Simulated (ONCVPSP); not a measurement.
## Configuration tests for erbium (Er) (ONCV)

```
Element                 : Er
Generator               : ONCVPSP 4.0.1
Type                    : optimised norm-conserving Vanderbilt (ONCV)
Functional              : PBE
Relativity              : fully relativistic
Frozen core             : [Kr] 4d10 4f11
Valence charge          : 11
Reference configuration : 5s2 5p6 5d2 6s1
Partial waves           : 5s+6s: rc 1.95 bohr, ncon 3, nbas 6, qcut 6.1 1/bohr, 2 projectors; 5p: rc 1.70 bohr, ncon 4, nbas 8, qcut 9.7 1/bohr, 2 projectors, debl 3.3 Ha; 5d: rc 2.25 bohr, ncon 4, nbas 9, qcut 4.8 1/bohr, 1 projector
Local potential         : polynomial inside 1.50 bohr (lpopt 5, dvloc0 2 Ha)
Core correction         : none
```

Open shells are filled in proportion to 2j + 1.

Energies are relative to the spin-unpolarised reference configuration 5s2 5p6 5d2 6s1; without spin polarisation the order of configurations can differ from experiment. Not all tests gave a result: 1 of 4 tests not solved or not reliable.

```
valence configuration  charge  ΔE all-electron (eV)  error AE − PS (meV)
      5s2 5p6 5d1 6s2       0                -2.458                 -0.3
      5s2 5p6 5d1 6s1      +1                 4.588                 -5.3
  5s2 5p6 5d1.5 6s1.5       0                -1.260                 +0.1
```
